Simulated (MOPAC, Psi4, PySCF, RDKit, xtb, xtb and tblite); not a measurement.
Two geometries of SMILES CCC[SiH2]OC (C4H12OSi), relaxed at GFN2-xTB with one dihedral held; other torsions can differ between them too.

Structure A

```
18

C     -3.0825     0.1070     0.5652
C     -1.8576     0.0740    -0.3420
C     -0.5572     0.0852     0.4512
Si     0.9572     0.0466    -0.6779
O      2.1941     0.0647     0.3728
C      3.5552     0.0464     0.0777
H     -3.0892    -0.7572     1.2264
H     -3.9987     0.0976    -0.0215
H     -3.0769     1.0058     1.1787
H     -1.8804     0.9357    -1.0121
H     -1.8934    -0.8214    -0.9658
H     -0.5470    -0.7717     1.1271
H     -0.5352     0.9748     1.0830
H      0.9970    -1.1594    -1.5180
H      1.0133     1.2087    -1.5769
H      3.8213    -0.8593    -0.4725
H      3.8335     0.9122    -0.5278
H      4.1076     0.0719     1.0177
```

Structure B

```
18

C     -3.0826     0.0753     0.6111
C     -1.8809     0.0526    -0.3266
C     -0.5607     0.1013     0.4380
Si     0.9704     0.0703    -0.6742
O      0.7932     1.3970    -1.5917
C      1.6412     1.8663    -2.5939
H     -3.0544    -0.7777     1.2868
H     -4.0127     0.0364     0.0476
H     -3.0819     0.9840     1.2099
H     -1.9337     0.9067    -1.0038
H     -1.9154    -0.8548    -0.9337
H     -0.5085    -0.7524     1.1150
H     -0.5514     0.9934     1.0663
H      2.2127     0.1303     0.1078
H      1.0220    -1.1390    -1.5080
H      2.6384     2.0699    -2.1963
H      1.7334     1.1345    -3.4000
H      1.2174     2.7889    -2.9923
```

Q: Which is lower in energy at the level B3LYP-D3(BJ)/def2-SVP // GFN2-xTB (Psi4), and by how much?

A: B is lower, by 1.01 kcal/mol (dihedral C2–C3–Si4–O5: 180° in A, 60° in B).

E(B) − E(A) in kcal/mol at the other levels, on the same two geometries: GFN2-xTB (xtb and tblite) 0.77; MMFF94 // GFN2-xTB (RDKit) -0.24; B3LYP/def2-SVP // GFN2-xTB (Psi4) -0.88; PBE/def2-SVP // GFN2-xTB (Psi4) -0.89; PBE-D3(BJ)/def2-SVP // GFN2-xTB (Psi4) -0.98; UFF // GFN2-xTB (RDKit) 0.79; AM1, restricted, heats of formation // GFN2-xTB (MOPAC) 0.81; PM7, restricted, heats of formation // GFN2-xTB (MOPAC) -0.33; GFN1-xTB // GFN2-xTB (xtb) -0.56; restricted B3LYP/6-31G*, spherical d, density fitting // GFN2-xTB (PySCF) -0.61; restricted B3LYP/LANL2DZ, with its core potentials past Ne // GFN2-xTB (PySCF) -0.87; restricted MP2 (frozen core)/6-31G*, spherical d // GFN2-xTB (PySCF) -0.75; restricted Hartree-Fock/STO-3G // GFN2-xTB (PySCF) -0.20.
